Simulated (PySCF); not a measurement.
C2H2BF2N, SMILES FB1C=N[C@H]1F. Atoms are numbered in the order given.

```xyz
8

F      1.9626    -0.0775     0.0442
B      0.7313     0.2731     0.3294
C     -0.1254     1.5325     0.0777
N     -1.1247     0.7723    -0.2533
C     -0.6554    -0.5029     0.3530
F     -0.8272    -1.5776    -0.4531
H     -0.1246     2.6169    -0.0776
H     -1.1934    -0.6702     1.2989
```

Geometry optimised at PBE0-D3(BJ)/def2-SVP. The structure was generated by enumeration; whether it is a known compound was not checked.

Level of theory: B3LYP/pcSseg-1 run with PySCF.

GIAO shieldings, no solvent; atoms alike by connectivity are averaged. δ = σ(ref) − σ: ¹⁹F against CFCl3 (σ = 161.7 ppm); ¹¹B against BF3 (σ = 86.3 ppm); ¹³C against TMS (σ = 181.3 ppm); ¹⁵N against NH3 (σ = 265.5 ppm); ¹H against TMS (σ = 31.68 ppm), references at their B3LYP-D3(BJ)/def2-TZVP geometries, non-relativistic.

Computed chemical shifts:
```tsv
nucleus	atoms	count	δ (ppm)
¹⁹F	F1	1	-111.4
¹⁹F	F6	1	-176.7
¹¹B	B2	1	13.2
¹³C	C3	1	203.3
¹³C	C5	1	114.1
¹⁵N	N4	1	539.4
¹H	H7	1	9.45
¹H	H8	1	6.15
```
